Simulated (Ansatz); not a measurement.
Frontier orbitals of `NC#C[CH2][InH2]`.

```xyz
11

N    -0.161    1.044   -2.188
C    -0.168    0.216   -1.128
C    -0.325   -0.674   -0.306
C    -0.367   -1.459    0.889
In    0.418    0.405    1.781
H    -0.226    0.598   -3.091
H     0.523    1.783   -2.170
H    -1.366   -1.716    1.236
H     0.311   -2.310    0.912
H    -0.762    1.519    2.336
H     2.124    0.594    1.728
```

Total charge 0; spin multiplicity 1. Correlated methods include outer-core shells of In, which these sets cover unevenly. In: def2 effective core potential. Geometry: relaxed with PBE0-D4/def2-TZVP. It is one conformer, not always the lowest. Basis def2-TZVPP, Ansatz 0.2.0.

```csv
functional,HOMO (eV),LUMO (eV),gap (eV)
PBE,-5.22,-1.58,3.64
revPBE,-5.16,-1.48,3.68
B97M-V,-5.49,-1.54,3.95
PBE0,-6.37,-0.89,5.48
r2SCANh,-5.86,-1.05,4.81
r2SCAN0,-6.49,-0.71,5.78
CAM-B3LYP,-7.61,-0.14,7.47
ωB97M-V,-8.45,0.44,8.89
HF,-8.69,1.31,10.00
```

Against PBE, PBE0 changes HOMO and LUMO by −1.15 and +0.69 eV, ωB97M-V by −3.23 and +2.01 eV. A gap of 3.64 eV thus becomes 8.89 eV for the same molecule, so an orbital gap means little without its functional. A positive LUMO is unbound and depends on the basis.
